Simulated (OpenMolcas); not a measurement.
# V I: CASPT2 settings compared

| Item | Value |
| --- | --- |
| Program | OpenMolcas |
| Basis | ANO-RCC-VDZP [5s4p2d1f] |
| Scalar Hamiltonian | DKH2, point nucleus |
| Active space | 5 electrons in 6 orbitals (3d 4s) |
| State averaging | 2S+1 = 6 even, 6 roots (5 in the spin-orbit step); 2S+1 = 4 even, 50 roots kept (CI in the orbitals of an earlier block, 42 in the spin-orbit step); 2S+1 = 2 even, 98 roots kept (CI in the orbitals of an earlier block, 11 in the spin-orbit step) |
| Spin-orbit coupling | RASSI with atomic mean-field integrals over the reference wave functions, term energies averaged over their components |

Methods on the same reference wave functions:
A. CASSCF
B. SS-CASPT2, IPEA 0.15 Eh, real shift 0.15 Eh (closed shells correlated: 3s 3p)
C. SS-CASPT2, IPEA 0.5 Eh, real shift 0.5 Eh (closed shells correlated: 3s 3p)
D. SS-CASPT2, IPEA 0.5 Eh, imaginary shift 0.25 Eh (closed shells correlated: 2s 2p 3s 3p)
E. MS-CASPT2, IPEA 0.15 Eh, real shift 0.15 Eh (closed shells correlated: 3s 3p)
F. MS-CASPT2, IPEA 0.5 Eh, imaginary shift 0.25 Eh (closed shells correlated: 2s 2p 3s 3p)

Energies in eV above 3d3 4s2 4F 3/2, the measured ground level; measured values from NIST Handbook of Basic Atomic Spectroscopic Data.

```csv
Level,A,B,C,D,E,F,Measured
3d4 4s 6D 1/2,-1.7366,0.390,0.0399,0.318,0.881,0.690,0.2619
3d4 4s 6D 3/2,-1.7314,0.395,0.0452,0.323,0.886,0.696,0.2670
3d4 4s 6D 5/2,-1.7229,0.404,0.0541,0.331,0.895,0.704,0.2753
3d4 4s 6D 7/2,-1.7110,0.416,0.0670,0.343,0.907,0.716,0.2866
3d4 4s 6D 9/2,-1.6961,0.431,0.0846,0.359,0.921,0.731,0.3006
3d4 4s 4D 1/2,-0.3725,1.239,1.069,1.269,1.730,1.642,1.0431
3d4 4s 4D 3/2,-0.3650,1.247,1.076,1.277,1.737,1.649,1.0509
3d4 4s 4D 5/2,-0.3524,1.259,1.089,1.289,1.750,1.662,1.0636
3d4 4s 4D 7/2,-0.3346,1.277,1.107,1.307,1.768,1.680,1.0806
3d3 4s2 4F 3/2,0.0000,0.0000,0.0000,0.0000,0.0000,0.0000,0.0000
3d3 4s2 4F 5/2,0.0125,0.0124,0.0121,0.0124,0.0140,0.0140,0.0170
3d3 4s2 4F 7/2,0.0299,0.0297,0.0285,0.0296,0.0335,0.0336,0.0401
3d3 4s2 4F 9/2,0.0521,0.0517,0.0481,0.0517,0.0587,0.0587,0.0686
3d4 4s 4P 1/2,0.3763,1.757,1.726,1.961,2.247,2.334,
3d4 4s 4P 3/2,0.3991,1.780,1.748,1.984,2.270,2.357,
```

A puts 3d4 4s 6D 1/2 lowest.

Deviations, from unrounded energies. A percentage is the sum of absolute deviations over the sum of measured energies, with the sign that they share, or ± where signs differ.

```tsv
Against measurement	Levels	A	B	C	D	E	F
mean absolute deviation (cm-1)	12	11000	980	830	820	3900	3100
fine structure of the ground term (%)	3	-24.8	-25.4	-29.4	-25.5	-15.5	-15.5
other configurations (%)	9	-278.0	+25.4	±21.4	+21.1	+103.8	+80.7
```

C, D lie about equally close to measurement and A furthest from it. The largest miss of D in the table is 3d4 4s 4D 7/2, by +1800 cm-1. The ranking rests on the paired levels alone, and a cruder setting can come out closer through cancelling errors.

Among B to F the level of the table that moves most is 3d4 4s 6D 1/2, by 6800 cm-1 (lowest in C, highest in E). Moves below CASPT2's spread within the term are not significant.

The two smallest mean deviations differ by little beside CASPT2's spread within terms, so their order carries little weight.

The lowest spin-free term lies below A's lowest term by 0.333 hartree in B, 0.298 hartree in C, 0.327 hartree in D, 0.351 hartree in E, 0.340 hartree in F.

CASPT2 does not keep the components of a term degenerate, so their means are used; among the terms shown or strongly mixed into the levels shown the widest spread is 3100 cm-1 (3d3 4s2 4F, F). Over all roots computed the reference weight is 0.86 to 0.92 in B, 0.87 to 0.93 in D, 0.86 to 0.92 in E, 0.87 to 0.93 in F; the roots of lowest weight are the least certain, and an intruder state may touch them. Some high roots are left out of the spin-orbit mixing, which shifts the levels that they would mix with. Terms from blocks run as CI alone lack orbitals of their own. A single d shell beside an s shell can misplace configurations of different d count against each other. Without dynamic correlation excited terms often stand tens of per cent too high (terms of higher spin than the ground term too low), and those without a measured partner can miss by more than the paired ones (holds for A). The lowest computed level is not the ground level that NIST lists (4F3/2) (holds for A). Some levels mix across a computed gap that differs much from the measured one, so their mixing is not that of the real levels (holds for C). The CASPT2 spread within a term exceeds the gap to the next term for 3d3 4s2 4F and 3d4 4s 6D, so the order of their levels is uncertain, and so are names and mixing where such terms share a J (holds for C). Computed and measured levels are paired by configuration, term and J; levels that our copy of the source lacks, or whose pairing is in doubt (as where it misses far off the trend of its configuration), stay unpaired and out of the deviations. Only configurations of the active space appear. The table leaves out levels that lie high or whose names do not pair safely across all columns.
